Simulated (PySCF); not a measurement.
Te(OMe)(SeH) (CH4OSeTe), SMILES CO[Te][SeH].

The structure is a stationary point at PBE0-D3(BJ)/def2-SVP. The structure was generated by enumeration, and PubChem lists no compound with its InChIKey, so it may never have been made. The def2 effective core potentials stand for the cores of Te; spin–orbit coupling is left out. Other conformers were not sampled.

The numbers are results of PySCF with PBE0-D3(BJ)/def2-SVP, not measurements.

Frequencies are harmonic and unscaled.

Computed harmonic wavenumbers and intensities:
```
mode  ν (cm⁻¹)  IR (km/mol)  Raman (Å⁴/amu)  depolarisation  moving atoms (share of kinetic energy)
----  --------  -----------  --------------  --------------  --------------------------------------
1           70          1.5             3.7            0.67        C 46 %, H 22 %, Se 19 %, Te 11 %
2          133          2.2             1.1            0.65                          H 61 %, O 29 %
3          207          6.9             1.7            0.32                          H 48 %, O 43 %
4          250          7.3             7.8            0.28                        Se 58 %, Te 39 %
5          276          3.2             3.5            0.25         H 37 %, C 32 %, O 20 %, Te 10 %
6          337          6.9             9.7            0.71                                  H 82 %
7          551         49.1            25.8            0.26                         O 76 %, Te 11 %
8          698          6.4            26.2            0.49                                  H 99 %
9         1117        123.0            11.6            0.34                          O 49 %, C 44 %
10        1171          3.0             3.4            0.75                          H 75 %, C 19 %
11        1180         12.5             2.5            0.16                          H 72 %, C 21 %
12        1448          8.7            11.6            0.63                           H 91 %, C 8 %
13        1455         14.1            17.0            0.75                                  H 94 %
14        1479         18.2            13.7            0.75                                  H 95 %
15        2416         12.0           171.7            0.27                                  H 99 %
16        2998         68.8           148.4            0.03                                  H 97 %
17        3078         35.1            48.8            0.67                          H 90 %, C 10 %
18        3125         15.4           219.3            0.48                           H 91 %, C 9 %
```
